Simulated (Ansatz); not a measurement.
A structure relaxed at PBE0-D4/def2-TZVP, charge 0, multiplicity 1:

```xyz
5

F     1.838    0.360   -0.048
Nb    0.041   -0.066   -0.014
F    -0.503   -0.735   -1.649
F    -0.320   -1.272    1.338
S    -1.056    1.713    0.373
```

(1) Give its formula and SMILES.

(2) Point group (tolerance 0.08 Å, 0.16 Å for H)?

(3) Summarise the bond lengths by kind.

## Answers

(1) F3NbS, `[F][Nb]([F])([F])=[S]`.

(2) C3v.

(3) 3 × F–Nb 1.848 Å; 1 × Nb–S 2.126 Å.

Computed with Ansatz.
